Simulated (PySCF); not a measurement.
# A search over the determinants of TlN

Unrestricted PBE0; basis Tl cc-pVDZ-PP with ECP60, N cc-pVDZ; scalar-relativistic core potentials; PySCF 2.14. Outer shells of the fragments: Tl 5d10 6s2 6p1; N 2s2 2p3.

Followed along the bond (rough minima from three points):

| 2Ms+1 | unpaired | ⟨S²⟩ at the start | R at minimum (Å) | Te (eV) |
| --- | --- | --- | --- | --- |
| 3 | π ↑↑ | 2.01 | 2.33 | 0.00 |
| 3 | σ ↑, π ↑ | 2.04 | 2.18 | 0.29 |
| 1 | π ↑↓ | 1.00 | 2.31 | 0.56 |
| 1 | σ ↓, π ↑ | 1.01 | 2.15 | 0.76 |
| 5 | σ ↑, π ↑↑↑ | 6.01 | none in the scan | ≤ 1.72 |

Solutions found at the starting distance of 2.085 Å, counted from the lowest of them; the search is not exhaustive and high or unbound solutions are not listed, so other states can lie among these:

```json
{"2Ms+1": "3", "unpaired": "π ↑↑", "term": "³Σ⁻", "E (eV)": "0.00", "⟨S²⟩": "2.01", "⟨Lz²⟩": "0.00", "μ (D)": "-1.69"}
{"2Ms+1": "3", "unpaired": "σ ↑, π ↑", "term": "³Π", "E (eV)": "0.01", "⟨S²⟩": "2.04", "⟨Lz²⟩": "1.01", "μ (D)": "-2.93"}
{"2Ms+1": "1", "unpaired": "σ ↓, π ↑", "term": "mixed", "E (eV)": "0.47", "⟨S²⟩": "1.01", "⟨Lz²⟩": "1.03", "μ (D)": "-3.12"}
{"2Ms+1": "1", "unpaired": "π ↑↓", "term": "mixed", "E (eV)": "0.54", "⟨S²⟩": "1.00", "⟨Lz²⟩": "2.01", "μ (D)": "-1.67"}
{"2Ms+1": "1", "unpaired": "none", "term": "¹Σ⁺", "E (eV)": "1.80", "⟨S²⟩": "0.00", "⟨Lz²⟩": "0.00", "μ (D)": "-4.45"}
{"2Ms+1": "1", "unpaired": "none", "term": "mixed", "E (eV)": "2.09", "⟨S²⟩": "0.00", "⟨Lz²⟩": "2.00", "μ (D)": "-1.48"}
{"2Ms+1": "5", "unpaired": "σ ↑, π ↑↑↑", "term": "⁵Π", "E (eV)": "2.21", "⟨S²⟩": "6.01", "⟨Lz²⟩": "1.00", "μ (D)": "0.44"}
{"2Ms+1": "3", "unpaired": "σ ↓, π ↑↑↑", "term": "mixed", "E (eV)": "3.17", "⟨S²⟩": "3.02", "⟨Lz²⟩": "1.00", "μ (D)": "0.27"}
{"2Ms+1": "1", "unpaired": "σ ↑, π ↑↓↓", "term": "mixed", "E (eV)": "3.40", "⟨S²⟩": "2.02", "⟨Lz²⟩": "3.01", "μ (D)": "0.45"}
{"2Ms+1": "3", "unpaired": "π ↑↑", "term": "mixed", "E (eV)": "3.99", "⟨S²⟩": "2.00", "⟨Lz²⟩": "2.01", "μ (D)": "-1.82"}
{"2Ms+1": "5", "unpaired": "σ ↑↑, π ↑↑", "term": "⁵Σ⁻", "E (eV)": "4.21", "⟨S²⟩": "6.01", "⟨Lz²⟩": "0.00", "μ (D)": "1.08"}
{"2Ms+1": "3", "unpaired": "π ↑↑", "term": "mixed", "E (eV)": "4.22", "⟨S²⟩": "2.00", "⟨Lz²⟩": "2.00", "μ (D)": "-1.83"}
{"2Ms+1": "5", "unpaired": "σ ↑↑, π ↑↑", "term": "mixed", "E (eV)": "6.22", "⟨S²⟩": "6.01", "⟨Lz²⟩": "2.01", "μ (D)": "-2.28"}
{"2Ms+1": "5", "unpaired": "σ ↑↑, π ↑↑", "term": "mixed", "E (eV)": "6.54", "⟨S²⟩": "6.01", "⟨Lz²⟩": "2.01", "μ (D)": "-2.43"}
```

A term symbol is given only where ⟨S²⟩ and ⟨Lz²⟩ are close to those of a pure state; real π, δ and φ orbitals otherwise mix terms. A positive dipole means Tl(−)N(+).

Problem. Compare the gap between the two lowest followed solutions at the starting distance with the gap between their minima.

Solution. At PBE0 the second solution (triplet, unpaired electrons σ ↑, π ↑) lies +0.01 eV from the first (triplet, unpaired electrons π ↑↑) at 2.085 Å and +0.29 eV at the minima; the two curves relax by different amounts, since their minima lie near 2.18 and 2.33 Å.

These are scalar-relativistic numbers at best; spin–orbit coupling would shift them, the dissociation energy most.
